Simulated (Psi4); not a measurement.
C₂H₆Zn, singlet, geometry from GFN2-xTB (such geometries of metal compounds can be far from the true shape). Base run: Psi4 with M06-2X/STO-3G.

Geometry (Å):
```xyz
9

Zn     0.0000     0.0000     0.0000
C      1.5817     0.2271    -1.2717
H      2.2905    -0.5916    -1.1830
H      2.1281     1.1455    -1.0747
H      1.2621     0.2620    -2.3097
C     -1.5817    -0.2271     1.2717
H     -2.1281    -1.1455     1.0747
H     -2.2905     0.5916     1.1830
H     -1.2621    -0.2620     2.3097
```
All else is at Psi4's defaults (density fitting).
Base energy -1837.32114 Eh.

The base run was repeated with changes; each row names its change, and settings that it needs were set with it.

| change | ΔE vs base (mEh) | SCF cycles | grid points | basis functions | outcome |
|---|---|---|---|---|---|
| base | 0.000 | 12 | 192882 | 34 | converged |
| dft_radial_points = 35 | (withheld) | 13 | 91572 | 34 | converged |
| guess = huckel | 0.000 | 15 | 192882 | 34 | converged |
| puream = false | (withheld) | 12 | 192882 | (withheld) | converged |
| dft_spherical_points = 194 | -0.076 | 13 | 123784 | 34 | converged |
| e_convergence = 1e-4 | 0.000 | 12 | 192882 | 34 | converged |
| guess = sap | 0.000 | 12 | 192882 | 34 | converged |
| soscf = true | - | - | - | 34 | stopped with an error |
| e_convergence = 1e-10 | 0.000 | 14 | 192882 | 34 | converged |
| dft_radial_scheme = mura | (withheld) | 12 | 195326 | 34 | converged |
| guess = modhuckel | 0.000 | 13 | 192882 | 34 | converged |
| scf_type = out_of_core | 0.644 | 12 | 192882 | 34 | converged |
| level_shift = 0.3 | 0.000 | 23 | 192882 | 34 | converged |

Question: Complete the blanks.

Answer: 
- dft_radial_points = 35, ΔE vs base (mEh): 75.092
- puream = false, ΔE vs base (mEh): -60.270
- puream = false, basis functions: 35
- dft_radial_scheme = mura, ΔE vs base (mEh): 6.033

- soscf = true: ended with `Fatal Error: Vx: RKS does not support rotated V builds for MGGA's`
